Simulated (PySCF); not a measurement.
Si(H)3(SMe) (CH6SSi), SMILES [SiH3]SC.

Coordinates come from a B3LYP-D3(BJ)/def2-SVP optimisation.

Calculation: TDDFT-M06-2X/def2-SVPD (PySCF).

Vertical excitations.  State labels are in the subgroup Cs.

| state | symmetry | energy (eV) | λ (nm) | f | main pairs |
|---|---|---|---|---|---|
| S1 | A" | 5.48 | 226 | 0.005 | HOMO→LUMO 75 % |
| S2 | A" | 5.99 | 207 | 0.015 | HOMO→LUMO+2 70 %, HOMO→LUMO 15 % |
| S3 | A" | 6.71 | 185 | 0.000 | HOMO→LUMO+1 88 % |
| S4 | A" | 7.00 | 177 | 0.000 | HOMO→LUMO+3 50 %, HOMO→LUMO+5 40 % |
| S5 | A' | 7.26 | 171 | 0.000 | HOMO→LUMO+6 48 %, HOMO−1→LUMO 30 %, HOMO→LUMO+4 11 % |
| S6 | A" | 7.37 | 168 | 0.015 | HOMO→LUMO+5 53 %, HOMO→LUMO+3 43 % |
| S7 | A' | 7.62 | 163 | 0.073 | HOMO→LUMO+4 80 % |
| S8 | A' | 7.79 | 159 | 0.073 | HOMO→LUMO+6 33 %, HOMO−1→LUMO+2 24 %, HOMO−1→LUMO 22 %, HOMO−1→LUMO+1 10 % |
| S9 | A" | 7.80 | 159 | 0.004 | HOMO→LUMO+7 72 %, HOMO→LUMO+2 13 % |
| S10 | A' | 7.84 | 158 | 0.167 | HOMO−1→LUMO+2 48 %, HOMO−1→LUMO 37 % |
| T1 | A" | 5.22 | 237 | 0 | HOMO→LUMO 63 %, HOMO→LUMO+2 15 %, HOMO→LUMO+7 11 % |
| T2 | A" | 5.59 | 222 | 0 | HOMO→LUMO+2 51 %, HOMO→LUMO 23 %, HOMO→LUMO+1 12 % |
| T3 | A" | 6.57 | 189 | 0 | HOMO→LUMO+1 64 %, HOMO→LUMO+2 14 % |
| T4 | A' | 6.75 | 184 | 0 | HOMO−1→LUMO 47 %, HOMO→LUMO+6 22 % |
Triplets are in the Tamm–Dancoff approximation, which puts them higher than full response would, so one can lie above its singlet here.
